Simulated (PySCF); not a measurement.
AlI₂, SMILES [I][Al+][I], charge +1. Atoms are numbered in the order given.

```xyz
3

Al     0.0000     0.0000     0.0000
I      0.0000     0.0000    -2.3732
I      0.0000     0.0000     2.3732
```
Charge +1, spin multiplicity 1.

Coordinates come from a B3LYP-D3(BJ)/def2-SVP optimisation. The spin state was assumed, not searched. The isomer is the one that the SMILES or the coordinates give; other isomers of the formula were not compared. The def2 effective core potentials stand for the cores of I; spin–orbit coupling is left out.

These are TDDFT-B3LYP/def2-SVPD in PySCF 2.14.0 values and carry that method's errors.

Vertical excitations; the highest root listed may be one member of a degenerate set. The molecule is in vacuum. State labels are in the subgroup D2h.

Computed excitation energies, oscillator strengths and character:
| state | symmetry | energy (eV) | λ (nm) | f | main pairs |
|---|---|---|---|---|---|
| S1 | B2g | 3.72 | 333 | 0.000 | HOMO−1→LUMO (degenerate set) |
| S2 | B3g | 3.72 | 333 | 0.000 | HOMO→LUMO (degenerate set) |
| S3 | B3u | 4.14 | 300 | 0.019 | HOMO−2→LUMO (degenerate set) |
| S4 | B2u | 4.14 | 300 | 0.019 | HOMO−3→LUMO (degenerate set) |
| S5 | Au | 4.82 | 257 | 0.000 | HOMO−1→LUMO+1 50 %, HOMO→LUMO+2 50 % |
| S6 | Au | 4.89 | 254 | 0.000 | HOMO→LUMO+2, HOMO−1→LUMO+1 (degenerate set) |
| S7 | B1u | 4.89 | 254 | 0.000 | HOMO−1→LUMO+2, HOMO→LUMO+1 (degenerate set) |
| S8 | B1g | 5.14 | 241 | 0.000 | HOMO−2→LUMO+1 50 %, HOMO−3→LUMO+2 50 % |
| S9 | B1g | 5.22 | 237 | 0.000 | HOMO−3→LUMO+2, HOMO−2→LUMO+1 (degenerate set) |
| S10 | Ag | 5.22 | 237 | 0.000 | HOMO−3→LUMO+1, HOMO−2→LUMO+2 (degenerate set) |
| T1 | B2g | 3.42 | 363 | 0 | HOMO−1→LUMO (degenerate set) |
| T2 | B3g | 3.42 | 363 | 0 | HOMO→LUMO (degenerate set) |
| T3 | B3u | 3.70 | 335 | 0 | HOMO−2→LUMO (degenerate set) |
| T4 | B2u | 3.70 | 335 | 0 | HOMO−3→LUMO (degenerate set) |
Triplets are in the Tamm–Dancoff approximation, which puts them higher than full response would, so one can lie above its singlet here.
